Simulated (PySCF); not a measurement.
**Core-level binding energies of `O[SiH2]N[SiH3]`**

Compound: H7NOSi2.
Bonds: O1–Si2, Si2–N3, N3–Si4. Hydrogens: H5 on O1; H6, H7 on Si2; H8 on N3; H9, H10, H11 on Si4.

The calculation used PySCF 2.14.0, delta-SCF UKS SCAN, pcX-2 on the ionised atom, pcseg-1 elsewhere, spin-free X2C. Binding energies are ΔSCF values: E(core-ionised, relaxed orbitals) − E(ground state) at a fixed geometry, referred to the vacuum level.

Task: Give the core binding energies atom by atom.

Result: 
```tsv
atom(s)	environment	level	binding energy (eV)	2p1/2 (eV)	above the level's lowest (eV)	count
Si2	oxygen-bound silicon	Si 1s	1847.51	–	+0.44	1
Si4	SiH3 silicon	Si 1s	1847.07	–	0.00	1
O1	silanol oxygen	O 1s	538.48	–	0.00	1
N3	nitrogen bridging silicon atoms	N 1s	404.40	–	0.00	1
Si2	oxygen-bound silicon	Si 2p3/2	107.48	108.11	+0.27	1
Si4	SiH3 silicon	Si 2p3/2	107.21	107.83	0.00	1
```

Lowest listed Si 1s: Si4, bonded to N and 3 H. Highest, 0.44 eV above it: Si2, bonded to O, N and 2 H. Summing the Pauling electronegativity differences to the bonded atoms, each weighted by its formal bond order, gives +2.04 for the lowest site and +3.28 for the highest.

Lowest listed Si 2p3/2: Si4, bonded to N and 3 H. Highest, 0.27 eV above it: Si2, bonded to O, N and 2 H. Summing the Pauling electronegativity differences to the bonded atoms, each weighted by its formal bond order, gives +2.04 for the lowest site and +3.28 for the highest.

Task: Express the binding energy of Si 1s of Si2 in atomic units and per mole.

Result: 1847.51 eV = 67.8947 Eh = 178258 kJ/mol.

Task: Which effective nuclear charge Zeff reproduces each element's mean 1s value in the hydrogen-like formula E = 13.606 eV × Zeff²?

Result: N (Z = 7): mean 404.4 eV, Zeff = 5.45, Z − Zeff = 1.55; O (Z = 8): mean 538.5 eV, Zeff = 6.29, Z − Zeff = 1.71; Si (Z = 14): mean 1847.3 eV, Zeff = 11.65, Z − Zeff = 2.35. Means run over the listed sites, weighted by atom count.

For 2p shells one spin-free hole was relaxed; a mean-field spin–orbit operator and the ground-state splitting of the three 2p orbitals were then diagonalised within the shell. The shell's mean is (2 × 2p3/2 + 2p1/2)/3, and the degeneracies 2j + 1 give areas of 2:1. 2p1/2 minus 2p3/2 (ligand field included): Si 0.62 eV. One conformer (not necessarily the lowest) at the PBE0-D3(BJ)/def2-SVP geometry, without solvent, vibrations or thermal averaging.

Shape of the structure used: `[OH:1][SiH2:2][NH:3][SiH3:4]`: O1–Si2–N3–Si4 -110°, H–O1–Si2–N3 61°.
